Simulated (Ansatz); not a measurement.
One change: `[OH][SbH][Br]` becomes `[OH][SbH2]`.

Ansatz, PBE0-D4/def2-TZVP geometries, multiplicity 1. Each molecule was computed in one conformer, which needn't be the lowest.

Elements past krypton have def2 core potentials. Scalar relativity is left out up to krypton.

| property | `[OH][SbH][Br]` |
| --- | --- |
| HOMO–LUMO gap (PBE0/def2-TZVPP) / eV | 5.99 |
| LUMO energy (ωB97M-V/def2-TZVPP) / eV | 0.25 |
| HOMO energy (B3LYP/def2-TZVPP) / eV | -7.34 |
| LUMO energy (PBE0/def2-TZVPP) / eV | -1.54 |
| LUMO energy (B3LYP/def2-TZVPP) / eV | -1.77 |
| size of the dipole moment (B3LYP/def2-TZVPP) / D | 2.78 |

Q: Give the same properties after the change, and the shifts. (Best estimate.)

A: Computed: 
```tsv
property	`[OH][SbH2]`	shift
HOMO–LUMO gap (PBE0/def2-TZVPP) / eV	6.24	0.25
LUMO energy (ωB97M-V/def2-TZVPP) / eV	0.56	0.31
HOMO energy (B3LYP/def2-TZVPP) / eV	-7.23	0.11
LUMO energy (PBE0/def2-TZVPP) / eV	-1.14	0.40
LUMO energy (B3LYP/def2-TZVPP) / eV	-1.40	0.37
size of the dipole moment (B3LYP/def2-TZVPP) / D	1.97	-0.81
```

With PBE0 the HOMO rises by 0.14 eV and the LUMO rises by 0.40 eV, so the gap widens by about 0.26 eV. PBE moves the HOMO by 0.09 eV and ωB97M-V by 0.11 eV. Dipoles are sizes alone; their direction can turn.

B3LYP here is the variant with VWN-RPA as its local correlation; programs differ in this.

Spin–orbit coupling is left out; it splits and shifts lone-pair levels of the heavy atoms by tenths of an eV.
